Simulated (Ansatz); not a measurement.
Input file for F$_{4}$H$_{2}$In$_{2}$ (`[F][In@H-]1[F+][In@@H-]([F])[F+]1`):

```yaml
crystal:
  periodic: [false, false, false]
  atoms:
    - {symbol: F, position_ang: [2.414916, -1.180980, 0.606815]}
    - {symbol: In, position_ang: [1.503346, 0.512944, 0.526610]}
    - {symbol: F, position_ang: [0.336175, 0.305995, -1.228312]}
    - {symbol: In, position_ang: [-1.556872, -0.325753, -0.520135]}
    - {symbol: F, position_ang: [-1.441648, -2.237924, -0.712848]}
    - {symbol: F, position_ang: [-0.427008, 0.012305, 1.238798]}
    - {symbol: H, position_ang: [1.941591, 2.102406, 0.850682]}
    - {symbol: H, position_ang: [-2.770500, 0.811006, -0.761610]}
basis:
  gaussian: {orbitals: def2-SVP}
correlation: {method: ccsd_t}
```

```sh
$ ansatz run in.yaml --threads 4 --pin off --events-out ev --progress --plain --max-ram 10444MiB
```

Log, shortened:

```
Functional definition: HF
1284 factors; integrals over basis functions are off by at most 3.2e-4 eV
mean field evaluation 1: about -21141.3782 eV, gradient 5.6e1 eV
mean field evaluation 2: about -21141.5427 eV, gradient 5.7e1 eV
mean field evaluation 4: about -21147.7949 eV, gradient 2.5e0 eV
mean field evaluation 8: about -21147.8558 eV, gradient 3.4e-1 eV
mean field -21147.85606718 eV, -777.1693759372 hartree, gradient 2.0e-6 eV, S^2 0.000000; 0 other end points of the search recorded, 0 dependent functions left out
12 core orbitals not correlated: weight in the atoms' cores, before any rotation towards them, 1.000 or more for the frozen orbitals, at most 0.000 for the correlated occupied ones
reference -21147.85606718 eV, -777.1693759372 hartree; 28, 28 occupied and 78, 78 virtual orbitals, 1284 factors
second order -25.37669187 eV of doubles, -0.00000000 eV of singles
cycle   1  -25.12208661 eV  change    2.5e-1 eV  update   1.4e-1
cycle   2  -25.73690982 eV  change   -6.1e-1 eV  update   4.4e-2
cycle   3  -25.92643203 eV  change   -1.9e-1 eV  update   2.4e-2
cycle   4  -25.92212642 eV  change    4.3e-3 eV  update   5.5e-3
cycle   5  -25.91401553 eV  change    8.1e-3 eV  update   2.3e-3
cycle   6  -25.91398113 eV  change    3.4e-5 eV  update   6.4e-4
cycle   7  -25.91406612 eV  change   -8.5e-5 eV  update   2.3e-4
cycle   8  -25.91393589 eV  change    1.3e-4 eV  update   6.7e-5
cycle   9  -25.91391163 eV  change    2.4e-5 eV  update   2.3e-5
perturbative correction -0.44479100 eV, -0.0163457676 hartree
Total energy: -21174.21476981 eV, -778.1380403922 hartree
```

Run time 25 s (4 threads of an Arm Neoverse V1 on a shared host); peak host memory 0.83 GiB.

MP2 recovers 96.3 % of the CCSD(T) correlation energy and the triples give 1.7 %; T1 = 0.0135.
